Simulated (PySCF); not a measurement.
## Exercise with solution: dipole moment from atomic charges

BrGeH₂N, SMILES [NH2][Ge][Br] (connectivity only; charge and spin as stated), neutral, multiplicity 1. Atoms are numbered in the order given.

```xyz
5

Ge     0.4801    -0.9831     0.0000
Br    -0.0947     1.3215     0.0000
N     -1.2226    -1.5987     0.0000
H     -2.0525    -1.0119     0.0000
H     -1.4371    -2.5916     0.0000
```
Charge 0, spin multiplicity 1.

Geometry optimised at PBE0-D3(BJ)/def2-SVP. One conformer was computed; it need not be the lowest.

Charges (e) from r2SCAN/def2-TZVPD (PySCF):

| atom | ESP fit | IAO |
|---|---|---|
| Ge1 | 0.192 | 0.474 |
| Br2 | -0.188 | -0.292 |
| N3 | -0.612 | -0.738 |
| H4 | 0.288 | 0.279 |
| H5 | 0.320 | 0.277 |

The dipole moment of the full density is 2.97 D.

Q: What dipole moment does each set of point charges give, and which comes closer to that of the density?

A: 
μ = Σ q r, and 1 e Å = 4.8032 D.
ESP fit: Σ q r = (-0.193, -0.580, 0.000) e Å, |μ| = 2.93 D.
IAO: Σ q r = (0.187, -0.672, 0.000) e Å, |μ| = 3.35 D.
ESP fit comes closer in size. Point charges leave out the atoms' own dipoles (lone pairs, polarised bonds); fits to the potential absorb them, partitions of the density don't.
